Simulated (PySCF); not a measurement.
Compound: C4H8BNO.
Geometry (GFN2-xTB, Å), atoms numbered from 1 in this order:
```xyz
15
C4H8BNO angstrom
C     -3.4870    0.2985   -0.6630
C     -2.3485   -0.3036   -0.3302
C     -1.0503    0.3097   -0.4429
C      0.0826   -0.3157   -0.1046
O      1.2885    0.2682   -0.2170
B      2.4606   -0.3490    0.1188
N      3.6272    0.3874   -0.0596
H     -4.4407   -0.1905   -0.5669
H     -3.5002    1.3061   -1.0442
H     -2.3628   -1.3167    0.0515
H     -1.0048    1.3217   -0.8187
H      0.0707   -1.3340    0.2781
H      2.4998   -1.4484    0.5397
H      3.6132    1.3267   -0.4172
H      4.5473    0.0474    0.1487
```

The closed-shell ground state was solved at several levels (PySCF, density fitting, gas phase, non-relativistic).

```
         level  basis functions  total energy (Eh)  HOMO (eV)  LUMO (eV)  gap (eV)  dipole (D)
 PBE0/pcSseg-1              159          -311.7067      -6.05      -0.37      5.68        2.15
PBE0/def2-SVPD              207          -311.5341      -6.09      -0.44      5.65        2.04
```

What might B3LYP/pcJ-1 (269 basis functions) give for the same quantities?

Total energy -312.1425 Eh, HOMO -5.82 eV, LUMO -0.55 eV, gap 5.27 eV, dipole 2.16 D.

Over all these levels, which gives the widest orbital gap and which the narrowest?

PBE0/pcSseg-1 (global hybrid, 25 % exact exchange) has the widest, 5.68 eV, and B3LYP/pcJ-1 (global hybrid, 20 % exact exchange) the narrowest, 5.27 eV. Functional and basis both differ between the two, so the spread mixes both effects.

How far do the dipole and the HOMO energy spread over the levels?

The dipole runs from 2.04 to 2.16 D (mean 2.12 D) and the HOMO from -6.09 to -5.82 eV.

One conformer stands for the species.
